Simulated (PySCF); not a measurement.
C3H4O3, SMILES O=C1OCCO1.

Geometry: PBE-D3(BJ)/def2-SVP. The values are those of a single conformer.

Computed with PBE-D3(BJ)/def2-SVP (PySCF 2.14.0).

Frequencies are harmonic and unscaled.

### Question
List the normal modes with their intensities. (An estimate is asked for; the answer gives what the named calculation found.)

### Answer

| mode | ν (cm⁻¹) | IR (km/mol) | moving atoms (share of kinetic energy) |
|---|---|---|---|
| 1 | 172 | 0.3 | H 43 %, O 32 %, C 25 % |
| 2 | 187 | 1.4 | O 73 %, H 15 %, C 13 % |
| 3 | 513 | 0.1 | O 78 %, C 17 % |
| 4 | 672 | 0.2 | C 38 %, H 37 %, O 25 % |
| 5 | 707 | 2.8 | O 60 %, C 38 % |
| 6 | 736 | 17.8 | C 80 %, O 19 % |
| 7 | 868 | 0.4 | H 57 %, C 23 %, O 20 % |
| 8 | 877 | 5.8 | O 82 %, C 12 % |
| 9 | 945 | 11.2 | C 55 %, H 39 % |
| 10 | 1047 | 14.3 | C 47 %, O 38 %, H 15 % |
| 11 | 1081 | 166.0 | O 47 %, C 41 %, H 12 % |
| 12 | 1091 | 234.6 | C 61 %, O 21 %, H 17 % |
| 13 | 1117 | 28.1 | H 47 %, C 39 %, O 14 % |
| 14 | 1194 | 16.2 | H 86 %, C 9 % |
| 15 | 1194 | 5.1 | H 86 %, C 9 % |
| 16 | 1334 | 2.7 | H 70 %, C 26 % |
| 17 | 1346 | 42.3 | H 60 %, C 32 %, O 9 % |
| 18 | 1445 | 10.6 | H 91 %, C 8 % |
| 19 | 1451 | 0.4 | H 92 %, C 8 % |
| 20 | 1908 | 543.4 | C 67 %, O 33 % |
| 21 | 2973 | 26.3 | H 94 % |
| 22 | 2978 | 38.2 | H 94 % |
| 23 | 3059 | 10.2 | H 91 %, C 9 % |
| 24 | 3067 | 17.2 | H 90 %, C 10 % |
